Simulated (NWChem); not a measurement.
# CH$_{4}$F$_{2}$OSn; SMILES [CH3][Sn]([F])([OH])[F]

```xyz
9

C      0.1285     2.1286    -0.0089
Sn    -0.0121     0.0202     0.0003
O     -1.8493    -0.6585     0.0360
F      0.8639    -0.8010    -1.5129
F      0.9203    -0.7901     1.4853
H      0.6839     2.4446     0.8835
H      0.6603     2.4381    -0.9178
H     -0.8858     2.5478     0.0028
H     -1.8866    -1.6230     0.0297
```
Atoms are numbered in this order, from 1.

Program: NWChem. The geometry was optimised at PBE0/def2-SVP (def2 core potentials past Kr). Not confirmed as a minimum by frequencies.

Question: Estimate the computed values for PBE0/3-21G, non-relativistic. Quantities: highest occupied level (eV); orbital gap (eV); dipole (D).

Answer: 
```json
{
  "highest occupied level (eV)": "-8.33",
  "orbital gap (eV)": "7.64",
  "dipole (D)": "2.06"
}
```
